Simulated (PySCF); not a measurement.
Au₂, SMILES [Au][Au], multiplicity 1. Atoms are numbered in the order given.

```xyz
2

Au     0.0000     0.0000    -1.2657
Au     0.0000     0.0000     1.2657
```

Geometry: PBE-D3(BJ)/def2-TZVPD. The multiplicity is an assumed one; other spin states were not compared. The def2 effective core potentials stand for the cores of Au; spin–orbit coupling is left out.

Computed with TDDFT-LC-ωPBE/def2-TZVPD (PySCF).

Vertical excitations; the highest root listed may be one member of a degenerate set. Gas-phase values at a fixed geometry. State labels are in the subgroup D2h.

Computed UV-visible absorptions:
```tsv
state	symmetry	energy (eV)	λ (nm)	f	main pairs
S1	Ag	3.03	409	0.000	HOMO−1→LUMO 92 %
S2	B1u	3.05	406	0.177	HOMO→LUMO 87 %
S3	B3u	3.11	399	0.011	HOMO−3→LUMO (degenerate set)
S4	B2u	3.11	399	0.011	HOMO−2→LUMO (degenerate set)
S5	Ag	3.32	374	0.000	HOMO−4→LUMO (degenerate set)
S6	B1g	3.32	374	0.000	HOMO−5→LUMO (degenerate set)
S7	B1u	3.64	341	0.000	HOMO−6→LUMO (degenerate set)
S8	Au	3.64	341	0.000	HOMO−7→LUMO (degenerate set)
S9	B3g	4.57	271	0.000	HOMO−9→LUMO, HOMO−2→LUMO+3 (degenerate set)
S10	B2g	4.57	271	0.000	HOMO−8→LUMO, HOMO−3→LUMO+3 (degenerate set)
T1	B1u	2.02	612	0	HOMO→LUMO 95 %
T2	Ag	2.42	513	0	HOMO−1→LUMO 92 %
T3	B2u	2.51	494	0	HOMO−2→LUMO (degenerate set)
T4	B3u	2.51	494	0	HOMO−3→LUMO (degenerate set)
```
Triplets are in the Tamm–Dancoff approximation, which puts them higher than full response would, so one can lie above its singlet here.
